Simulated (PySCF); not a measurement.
Excitations are Tamm–Dancoff values on a coarser integration grid. The basis has no diffuse functions, so Rydberg states are missing or too high.

Cartesian coordinates (Å):
```xyz
12

O     -1.1242     2.2405     0.3410
C     -0.5161     1.2103     0.1654
C      0.9229     1.0648    -0.1383
C      1.2406    -0.2254    -0.2667
C      0.0679    -1.1480    -0.0700
C     -1.1078    -0.2020     0.2185
H      1.5862     1.9120    -0.2336
H      2.2313    -0.6015    -0.4892
H      0.2589    -1.8457     0.7500
H     -0.0935    -1.7623    -0.9600
H     -1.9099    -0.2794    -0.5163
H     -1.5563    -0.3631     1.1993
```
Charge 0, spin multiplicity 1.

Problem. Give the brightest of the four lowest singlets (TDA), S1 excitation (TDA) and total energy at the level PBE-D3(BJ)/def2-TZVP // B3LYP-D3(BJ)/def2-TZVP run with PySCF.

Solution. 
| Quantity | Result |
|---|---|
| brightest of the four lowest singlets (TDA) | 6.15 eV |
| S1 excitation (TDA) | 3.32 eV |
| total energy | -269.1276 Ha |
